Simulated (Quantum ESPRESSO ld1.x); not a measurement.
These are the eigenvalues of the occupied orbitals of an atom or ion with whole-number occupations (eV). All-electron calculation, scalar-relativistic Kohn-Sham, LDA (Slater exchange, VWN5 correlation), spin-polarised, spherical densities, point nucleus. Program: ld1.x of Quantum ESPRESSO 7.5.

1s down: -40224.6
1s up: -40224.6
2s up: -6436.18
2s down: -6436.17
2p up: -5766.60
2p down: -5766.60
3s up: -1379.22
3s down: -1378.68
3p up: -1166.24
3p down: -1165.71
3d up: -862.952
3d down: -862.531
4s up: -273.900
4s down: -272.369
4p up: -204.589
4p down: -203.035
4d up: -104.944
4d down: -103.364
5s up: -40.3558
5s down: -39.1445
5p up: -23.9865
5p down: -22.9737
4f up: -2.8222

Which element is it, and in what charge state? The configuration may be excited. Open shells, if any, are filled with parallel spins first.

Answer. Z = 58, cerium, charge +1: Ce+ in [Xe] 4f3. The list shows which subshells hold electrons but not how many an open one holds; the 1s level, -1478.2 hartree, gives Z - s = 54.4 by -(Z - s)^2/2, which with screening and relativity narrows Z to a few neighbours, and the depths of the outer levels then fix element, charge and occupations together.
